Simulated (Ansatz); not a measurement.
[Ni(SH)4]2- (NiH₄S₄²⁻), relaxed as a triplet with UKS PBE0-D4/def2-SVPD in Ansatz, starting from the GFN2-xTB (ALPB water) geometry. Force threshold 0.02 eV/Å.

A multiply charged anion in the gas phase is held together partly by the finite basis. The highest occupied level of the charge -2 triplet lies above zero (up to 1.68 eV). The electron is either unbound and held by the finite basis, or the level is raised by self-interaction error.

Start:

Cartesian coordinates in Å:
```
Ni -0.0031 -0.0002 0.0080
S 0.5056 0.5252 2.1754
H -0.6027 -0.0347 2.6576
S -2.0706 0.7288 -0.6522
H -1.7366 2.0137 -0.5467
S 1.7024 1.0138 -1.1428
H 1.3105 0.5119 -2.3130
S -0.1504 -2.2568 -0.3602
H 1.0449 -2.5017 0.1738
```

(1) Estimate the energy that the relaxation releases and the steps that it takes.

(2) Does the start keep its bonding and symmetry?

(3) Predict the relaxed structure.

Results:

(1) 23.7 kJ/mol, in 15 steps; 3.7 min on 4 threads of Intel Xeon Platinum 8488C on a shared host. No frequencies were taken in this run, so the end may be a saddle point.

(2) By distances, no bond broke or formed. The bond that changes most is Ni1–S8, from 2.29 to 2.40 Å (atoms count from 1).

(3) 
| atom | x (Å) | y (Å) | z (Å) |
| --- | --- | --- | --- |
| Ni1 | 0.078 | -0.066 | -0.072 |
| S2 | 0.618 | 0.415 | 2.178 |
| H3 | -0.081 | -0.617 | 2.705 |
| S4 | -1.983 | 0.719 | -0.925 |
| H5 | -1.542 | 1.967 | -1.203 |
| S6 | 1.686 | 1.348 | -1.152 |
| H7 | 1.035 | 1.361 | -2.338 |
| S8 | -0.408 | -2.415 | -0.026 |
| H9 | 0.595 | -2.713 | 0.833 |
Bond lengths: 4 × Ni–S 2.36 to 2.40 Å; 4 × H–S 1.35 Å.
